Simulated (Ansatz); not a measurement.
```yaml
crystal:
  periodic: [false, false, false]
  atoms:
    - {symbol: C, position_ang: [0.409197, 2.539620, -0.441530]}
    - {symbol: N, position_ang: [0.226728, 1.514292, 0.551832]}
    - {symbol: C, position_ang: [0.948801, 1.785824, 1.765542]}
    - {symbol: Ti, position_ang: [-0.602897, -0.156092, 0.218516]}
    - {symbol: C, position_ang: [-1.985410, 0.227819, -1.314851]}
    - {symbol: C, position_ang: [-1.847001, -0.378194, 1.898307]}
    - {symbol: C, position_ang: [0.412511, -2.167360, 1.002549]}
    - {symbol: C, position_ang: [-0.500296, -2.570309, 0.009524]}
    - {symbol: C, position_ang: [-0.086357, -2.012860, -1.212541]}
    - {symbol: C, position_ang: [1.094458, -1.264280, -0.989230]}
    - {symbol: C, position_ang: [1.876645, -0.516431, -2.014945]}
    - {symbol: C, position_ang: [1.401121, -1.372803, 0.384805]}
    - {symbol: H, position_ang: [1.471178, 2.676645, -0.698265]}
    - {symbol: H, position_ang: [0.033499, 3.508984, -0.082797]}
    - {symbol: H, position_ang: [-0.130619, 2.297631, -1.359178]}
    - {symbol: H, position_ang: [0.808632, 0.983030, 2.493177]}
    - {symbol: H, position_ang: [2.029815, 1.894291, 1.584129]}
    - {symbol: H, position_ang: [0.600417, 2.716783, 2.235626]}
    - {symbol: H, position_ang: [-1.542768, 0.390384, -2.302530]}
    - {symbol: H, position_ang: [-2.491448, 1.151088, -1.003004]}
    - {symbol: H, position_ang: [-2.734677, -0.564026, -1.405037]}
    - {symbol: H, position_ang: [-1.289229, -0.369020, 2.840731]}
    - {symbol: H, position_ang: [-2.497743, 0.504869, 1.883828]}
    - {symbol: H, position_ang: [-2.467216, -1.277720, 1.879762]}
    - {symbol: H, position_ang: [0.352738, -2.407164, 2.053253]}
    - {symbol: H, position_ang: [-1.394737, -3.153220, 0.171526]}
    - {symbol: H, position_ang: [-0.590985, -2.117002, -2.161257]}
    - {symbol: H, position_ang: [2.481153, 0.268315, -1.557207]}
    - {symbol: H, position_ang: [1.224968, -0.052391, -2.758846]}
    - {symbol: H, position_ang: [2.555033, -1.187606, -2.550551]}
    - {symbol: H, position_ang: [2.234497, -0.893086, 0.878663]}
basis:
  gaussian: {orbitals: def2-TZVPP}
hamiltonian: {xc: {name: PBE0-DH}}
accuracy: high
```

```sh
$ ansatz run in.yaml --threads 11 --pin off --events-out ev --progress --plain --max-ram 166912MiB --backend cuda --devices 0, --max-vram 75GiB
```

Shortened log:

```
Functional definition: PBE0-DH
12331 factors; integrals over basis functions are off by at most 2.2e-7 eV
mean field evaluation 1: about -35238.8010 eV, gradient 9.7e1 eV
mean field evaluation 2: about -35239.1224 eV, gradient 9.6e1 eV
mean field evaluation 4: about -35253.5855 eV, gradient 5.4e1 eV
mean field evaluation 8: about -35260.1701 eV, gradient 1.5e0 eV
mean field evaluation 16: about -35260.1872 eV, gradient 3.4e-3 eV
mean field evaluation 32: about -35260.1872 eV, gradient 1.2e-7 eV
mean field -35260.18716798 eV, -1295.7879782101 hartree, gradient 3.5e-8 eV, S^2 0.000000; 0 other end points of the search recorded, 0 dependent functions left out
16 core orbitals not correlated: weight in the atoms' cores, before any rotation towards them, 1.000 or more for the frozen orbitals, at most 0.000 for the correlated occupied ones
reference -35260.18717114 eV, -1295.7879783261 hartree; 38, 38 occupied and 617, 617 virtual orbitals, 12331 factors
second order -81.30078977 eV of doubles, -0.00000000 eV of singles
Total energy: -35270.34976986 eV, -1296.1614469407 hartree
```

Hardware: 11 threads of an AMD EPYC 7R13 on a shared host and a whole NVIDIA H100 80 GB. Wall time 17 s, peak host memory 18 GiB.
